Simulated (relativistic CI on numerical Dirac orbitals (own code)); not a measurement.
Energy levels of Re74+

Method of calculation: Dirac equation for one electron, model QED (radiative potential, 1s self-energy scaled to tabulated hydrogen-like ionisation energies) (own radial code, finite nucleus).

Configurations in the expansion: 1s, 2s, 2p, 3s, 3p, 3d, 4s, 4p, 4d, 4f, 5s, 5p, 5d, 5f, 5g, 6s, 6p, 6d. Levels of other configurations are missing.

The lowest level is 1s 2S_1/2, with 100 % of that term; Hund's rules for 1s give 2S with J = 1/2, in agreement.

| No. | Configuration | Term | J | E (eV) | % | Landé g | Lifetime (s) |
| --- | --- | --- | --- | --- | --- | --- | --- |
| 1 | 1s | 2S | 1/2 | 0.0 | 100 | 1.785 |  |
| 2 | 2p | 2P° | 1/2 | 61891.5 | 100 | 0.610 | 4.87e-17 |
| 3 | 2s | 2S | 1/2 | 61917.2 | 100 | 1.947 |  |
| 4 | 2p | 2P° | 3/2 | 63661.7 | 100 | 1.293 | 5.45e-17 |
| 5 | 3p | 2P° | 1/2 | 73911.8 | 100 | 0.642 | 1.72e-16 |
| 6 | 3s | 2S | 1/2 | 73919.4 | 100 | 1.978 | 2.77e-15 |
| 7 | 3d | 2D | 3/2 | 74437.9 | 100 | 0.781 | 4.21e-16 |
| 8 | 3p | 2P° | 3/2 | 74439.1 | 100 | 1.316 | 1.74e-16 |
| 9 | 3d | 2D | 5/2 | 74587.4 | 100 | 1.183 | 4.73e-16 |
| 10 | 4p | 2P° | 1/2 | 78042.6 | 100 | 0.653 | 4.13e-16 |
| 11 | 4s | 2S | 1/2 | 78045.7 | 100 | 1.989 | 4.18e-15 |
| 12 | 4d | 2D | 3/2 | 78262.9 | 100 | 0.789 | 9.57e-16 |
| 13 | 4p | 2P° | 3/2 | 78263.4 | 100 | 1.324 | 4.03e-16 |
| 14 | 4f | 2F° | 5/2 | 78326.2 | 100 | 0.847 | 2.16e-15 |
| 15 | 4d | 2D | 5/2 | 78326.4 | 100 | 1.191 | 1.08e-15 |
| 16 | 4f | 2F° | 7/2 | 78356.8 | 100 | 1.134 | 2.24e-15 |
| 17 | 5p | 2P° | 1/2 | 79922.7 | 100 | 0.657 | 8.11e-16 |
| 18 | 5s | 2S | 1/2 | 79924.3 | 100 | 1.994 | 6.73e-15 |
| 19 | 5d | 2D | 3/2 | 80034.7 | 100 | 0.793 | 1.82e-15 |
| 20 | 5p | 2P° | 3/2 | 80034.9 | 100 | 1.328 | 7.78e-16 |
| 21 | 5f | 2F° | 5/2 | 80067.1 | 100 | 0.851 | 4.13e-15 |
| 22 | 5d | 2D | 5/2 | 80067.2 | 100 | 1.194 | 2.07e-15 |
| 23 | 5g | 2G | 7/2 | 80082.8 | 100 | 0.883 | 7.20e-15 |
| 24 | 5f | 2F° | 7/2 | 80082.9 | 100 | 1.137 | 4.29e-15 |
| 25 | 5g | 2G | 9/2 | 80092.2 | 100 | 1.105 | 7.32e-15 |
| 26 | 6p | 2P° | 1/2 | 80931.1 | 100 | 0.660 | 1.41e-15 |
| 27 | 6s | 2S | 1/2 | 80932.0 | 100 | 1.996 | 1.05e-14 |
| 28 | 6d | 2D | 3/2 | 80995.5 | 100 | 0.795 | 3.11e-15 |
| 29 | 6p | 2P° | 3/2 | 80995.6 | 100 | 1.330 | 1.33e-15 |
| 30 | 6d | 2D | 5/2 | 81014.3 | 100 | 1.196 | 3.53e-15 |

Energies count from the lowest computed level; ° marks odd parity; lifetimes are radiative, by E1, M1, E2, M2 decay to levels of this space only; some are left blank where a channel outside the calculation adds to the decay or the decay crosses a small, uncertain gap.
